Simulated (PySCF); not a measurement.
SMILES C[Si](C)(C)[SiH2]O (C3H12OSi2), GFN2-xTB optimised geometry.

```
18

C      1.58    -0.68     0.00
Si    -0.34    -0.68     0.00
C     -0.90     1.14     0.00
C     -0.89    -1.44    -1.67
Si    -1.21    -1.86     1.80
O     -0.05    -2.25     2.88
H      1.99    -0.09    -0.82
H      1.98    -1.69    -0.11
H      1.97    -0.27     0.93
H     -1.99     1.22    -0.05
H     -0.59     1.66     0.90
H     -0.50     1.69    -0.85
H     -0.49    -0.89    -2.51
H     -1.98    -1.43    -1.75
H     -0.57    -2.47    -1.77
H     -1.90    -3.10     1.39
H     -2.11    -1.11     2.68
H      0.73    -2.72     2.63
```

Density from PySCF with PBE/def2-SVP at that geometry.

Minimum of the electron density along straight lines between bonded atoms, close to the bond critical point (lines longer than 1.1 times the sum of covalent radii, or with two minima, are not listed):

```tsv
bond	length / Å	ρ at the minimum / e bohr⁻³	∇²ρ there / e bohr⁻⁵	position (fraction from the first atom)
C1–Si2	1.920	0.106	0.29	0.62
Si2–C3	1.912	0.107	0.29	0.38
Si2–C4	1.913	0.107	0.29	0.38
Si5–O6	1.633	0.127	1.05	0.41
C1–H7	1.087	0.269	-0.95	0.63
C1–H8	1.087	0.269	-0.94	0.62
C1–H9	1.087	0.270	-0.95	0.63
C3–H10	1.086	0.270	-0.95	0.63
C3–H11	1.086	0.270	-0.95	0.63
C3–H12	1.087	0.269	-0.95	0.63
C4–H13	1.086	0.269	-0.95	0.63
C4–H14	1.086	0.270	-0.95	0.63
C4–H15	1.086	0.270	-0.95	0.63
Si5–H16	1.473	0.115	0.31	0.49
Si5–H17	1.461	0.118	?	0.49
O6–H18	0.952	?	?	0.81
```

Task: Some entries are withheld; supply them.

Result: 
- Si5–H17, ∇²ρ there / e bohr⁻⁵: 0.33
- O6–H18, ρ at the minimum / e bohr⁻³: 0.358
- O6–H18, ∇²ρ there / e bohr⁻⁵: -2.35
